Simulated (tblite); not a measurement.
Input of a run (GFN2-xTB geometry optimisation, gas phase (tblite 0.8.0)), started from a force field or distance geometry:
```
{"job": {"kind": "relax", "xc": "GFN2-xTB", "basis": "xTB"}, "charge": 1, "multiplicity": 2}
Si    -2.418900    -0.066100     0.631700
N     -1.555700     1.100800    -0.321700
Si     0.151800     0.876500    -0.558100
O      0.993000     0.142900     0.737200
Si     2.577400    -0.110800     0.136800
H     -3.809300    -0.310800     0.175300
H     -1.677000    -1.336300     0.580300
H     -2.473900     0.439200     2.031100
H     -2.022300     1.924000    -0.656600
H      0.761400     2.192800    -0.760300
H      0.353600    -0.027000    -1.714000
H      2.433900    -0.641100    -1.237400
H      3.364100    -1.051400     0.905400
H      3.321200     1.146800     0.028200
```

Output (eV, eV/Å):
```
step      E/eV     max force
  0    -446.57335    2.627
  1    -446.70311    1.780
  2    -446.82921    1.725
  3    -446.89135    1.070
  4    -447.03983    0.647
  5    -447.08042    0.680
  6    -447.13909    0.655
  7    -447.18095    0.585
  8    -447.23463    0.508
  9    -447.27822    0.577
 10    -447.33157    0.654
 11    -447.38641    0.650
 12    -447.44292    0.685
 13    -447.49156    0.573
 14    -447.52573    0.414
 15    -447.55440    0.489
 16    -447.59004    0.443
 17    -447.61788    0.410
 18    -447.63522    0.335
 19    -447.64629    0.274
 20    -447.65527    0.292
 21    -447.66582    0.326
 22    -447.67901    0.357
 23    -447.68871    0.272
 24    -447.69369    0.182
 25    -447.69832    0.184
 26    -447.70259    0.202
 27    -447.70680    0.156
 28    -447.71048    0.153
 29    -447.71390    0.161
 30    -447.71785    0.162
 31    -447.72207    0.152
 32    -447.72542    0.140
 33    -447.72801    0.146
 34    -447.73063    0.180
 35    -447.73320    0.176
 36    -447.73535    0.121
 37    -447.73734    0.100
 38    -447.73925    0.151
 39    -447.74316    0.226
 40    -447.74873    0.288
 41    -447.75549    0.276
 42    -447.76116    0.175
 43    -447.76516    0.128
 44    -447.76849    0.146
 45    -447.77237    0.156
 46    -447.77701    0.192
 47    -447.78217    0.200
 48    -447.78715    0.228
 49    -447.79225    0.183
 50    -447.79834    0.147
 51    -447.80259    0.159
 52    -447.80451    0.114
 53    -447.80758    0.129
 54    -447.81024    0.162
 55    -447.81352    0.188
 56    -447.81618    0.137
 57    -447.81805    0.087
 58    -447.81894    0.072
 59    -447.81960    0.077
 60    -447.82074    0.108
 61    -447.82252    0.139
 62    -447.82435    0.113
 63    -447.82553    0.059
 64    -447.82593    0.055
 65    -447.82613    0.049
 66    -447.82636    0.046
 67    -447.82702    0.079
 68    -447.82771    0.087
 69    -447.82871    0.107
 70    -447.82960    0.094
 71    -447.83025    0.071
 72    -447.83063    0.067
 73    -447.83097    0.058
 74    -447.83135    0.063
 75    -447.83181    0.063
 76    -447.83231    0.052
 77    -447.83272    0.049
 78    -447.83300    0.042
 79    -447.83324    0.041
 80    -447.83357    0.053
 81    -447.83402    0.065
 82    -447.83447    0.052
 83    -447.83475    0.038
 84    -447.83488    0.025
 85    -447.83498    0.028
 86    -447.83509    0.036
 87    -447.83527    0.044
 88    -447.83551    0.050
 89    -447.83575    0.042
 90    -447.83592    0.023
 91    -447.83598    0.014
 92    -447.83601    0.016
 93    -447.83604    0.017
 94    -447.83610    0.023
 95    -447.83622    0.042
 96    -447.83641    0.057
 97    -447.83664    0.058
 98    -447.83683    0.037
 99    -447.83694    0.025
100    -447.83701    0.023
101    -447.83709    0.028
102    -447.83723    0.050
103    -447.83750    0.047
104    -447.83791    0.051
105    -447.83830    0.040
106    -447.83859    0.038
107    -447.83873    0.028
108    -447.83879    0.018
109    -447.83886    0.018
110    -447.83901    0.020
111    -447.83916    0.029
112    -447.83934    0.027
113    -447.83945    0.018
114    -447.83951    0.011
115    -447.83952    0.010
116    -447.83953    0.010
```

Question: Summarise the run.

Answer: The energy falls by 122.2 kJ/mol over 116 L-BFGS steps, the largest force on an atom goes from 2.63 to 0.010 eV/Å, and the atoms move by 0.859 Å rms after alignment. The bond that changes most is Si3–O4 (ends: silicon bonded to N, O and 2 H; oxygen bonded to 2 Si), which shortens by 0.111 Å. Bonds longer at the end by more than 0.005 Å: 4 of 13; shorter: 7. Among the angles that change most is Si3–O4–Si5, from 104.7° to 178.1°. Among the dihedrals that turn most is H9–N2–Si3–H10, from 23° to 62°. The energy never rose by more than 1e-5 eV on the way. The first step brought 10 % of the lowering.

Question: What are the final bond lengths?

Answer: Si1–N2 1.756 Å, N2–Si3 1.745 Å, Si3–O4 1.599 Å, O4–Si5 1.647 Å, Si1–H6 1.464 Å, Si1–H7 1.458 Å, Si1–H8 1.475 Å, N2–H9 1.010 Å, Si3–H10 1.463 Å, Si3–H11 1.462 Å, Si5–H12 1.469 Å, Si5–H13 1.460 Å, Si5–H14 1.462 Å. Numbering counts from 1 in the input's order; the species is `[SiH3][NH+][SiH2]O[SiH3]` [radical].

Its GFN2-xTB frequencies are all real (lowest 27 cm⁻¹). 3 starts were optimised and ended at 0.00, 0.48 and 0.52 kcal/mol (GFN2-xTB); the lowest of these is shown.

One conformer stands for the species.

The numbers are calculated, not measured.
